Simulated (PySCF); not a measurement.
# NdOCl at several levels of theory

Computed with PySCF 2.14.0 (density fitting, no spin-orbit coupling) at the geometry relaxed with PBE0:

```xyz
3
NdOCl (singlet in the valence; each metal's 4f electrons, 3 of them, lie in its core potential, out of spins and levels)
Nd    0.2913    0.0000   -0.4429
O     1.7959    0.0000    0.6266
Cl   -1.9233    0.0000    0.8885
```

| level | basis | state | HOMO (eV) | gap (eV) | charge on Nd1 (e) | population of f-type functions on Nd1 (polarisation alone where 4f lies in the core) | dipole about the centre of mass (D) | largest force component (eV/Å) |
| --- | --- | --- | --- | --- | --- | --- | --- | --- |
| PBE0 | Nd lcecp-1-SVP with ECP49, O def2-SVP, Cl def2-SVP | singlet | -7.06 | 4.87 | 0.79 | 0.10 | 7.49 | 0.01 |
| PBE0 | Nd lcecp-1-TZVP with ECP49, O def2-TZVP, Cl def2-TZVP | singlet | -7.07 | 4.88 | 1.25 | 0.10 | 7.75 | 0.26 |

In the lcecp rows the 4f levels are missing from HOMO and gap, and the state counts the valence alone.

Charges are Mulliken's, which hang on the basis. The relaxation used the grid (50, 194), these runs (75, 302) or, all-electron (x2c bases, spin-free X2C Hamiltonian), (99, 590).

Q: A further run in the first row's basis gives HOMO (eV) -6.25, gap (eV) 3.87, charge on Nd1 (e) 0.79, population of f-type functions on Nd1 (polarisation alone where 4f lies in the core) 0.09, dipole about the centre of mass (D) 7.39, largest force component (eV/Å) 0.56. Which level was it?
A. CAM-B3LYP
B. TPSSh

A: B. The others give HOMO -8.34 eV (CAM-B3LYP).

In the first row's basis the gap widens with exact exchange: 3.9 to 4.9 eV for TPSSh, PBE0 (a fixed share); 6.7 eV for CAM-B3LYP (rising or full at long range).

An lcecp potential fixes the number of 4f electrons, so in runs with it no electron can move into or out of that shell.
